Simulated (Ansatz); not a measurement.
`[CH3][GeH]([OH])[TeH]` and `[CH3][GeH]([OH])[BH]O` differ in one atom or group.

Ansatz, PBE0-D4/def2-TZVP geometries, multiplicity 1. Each molecule was computed in one conformer, which needn't be the lowest.

Elements past krypton have def2 core potentials. Scalar relativity is left out up to krypton.

```csv
property,`[CH3][GeH]([OH])[TeH]`
HOMO–LUMO gap (ωB97M-V/def2-TZVPP) / eV,9.75
LUMO energy (PBE0/def2-TZVPP) / eV,-0.67
HOMO energy (PBE0/def2-TZVPP) / eV,-6.54
HOMO energy (ωB97M-V/def2-TZVPP) / eV,-8.63
HOMO–LUMO gap (B3LYP/def2-TZVPP) / eV,5.40
HOMO energy (PBE/def2-TZVPP) / eV,-5.49
```

(1) What does the change do to each property? (Estimate.)

Answers

(1) The calculation gave: 
```tsv
property	`[CH3][GeH]([OH])[BH]O`	shift
HOMO–LUMO gap (ωB97M-V/def2-TZVPP) / eV	10.23	0.48
LUMO energy (PBE0/def2-TZVPP) / eV	-1.16	-0.49
HOMO energy (PBE0/def2-TZVPP) / eV	-7.28	-0.74
HOMO energy (ωB97M-V/def2-TZVPP) / eV	-9.47	-0.84
HOMO–LUMO gap (B3LYP/def2-TZVPP) / eV	5.71	0.31
HOMO energy (PBE/def2-TZVPP) / eV	-5.94	-0.45
```

With PBE0 the HOMO falls by 0.74 eV and the LUMO falls by 0.49 eV, so the gap widens by about 0.25 eV. PBE moves the HOMO by -0.45 eV and ωB97M-V by -0.84 eV.

B3LYP here is the variant with VWN-RPA as its local correlation; programs differ in this.

Spin–orbit coupling is left out; it splits and shifts lone-pair levels of the heavy atoms by tenths of an eV.
